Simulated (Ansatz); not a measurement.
```xyz
13

F     2.423   -0.437    0.913
C     1.189   -0.135    0.519
C     0.413    0.813    1.022
C    -0.917    0.818    0.337
C    -0.718   -0.148   -0.848
C     0.543   -0.949   -0.548
F     0.236   -2.216   -0.049
H     0.688    1.473    1.834
H    -1.706    0.483    1.018
H    -1.203    1.817   -0.003
H    -1.561   -0.821   -1.008
H    -0.569    0.420   -1.768
H     1.181   -1.116   -1.419
```

The species carries charge 0 and has multiplicity 1.

Question: List the PBE0/def2-TZVPP orbital energies in eV (Ansatz 0.2.0). (An estimate is asked.)

Answer: Computed: Occupied: -674.54, -673.51, -280.54, -280.46, -278.65, -278.56, -278.56, -34.55, -33.25, -24.32, -20.58, -20.28, -17.05, -16.42, -15.42, -14.63, -13.51, -13.21, -12.91, -12.52, -12.00, -11.44, -10.53, -10.28, -9.65, -9.38, -7.44. Lowest empty: 0.01, 1.21, 1.97, 2.38, 2.45, 2.70, 3.10, 3.79.
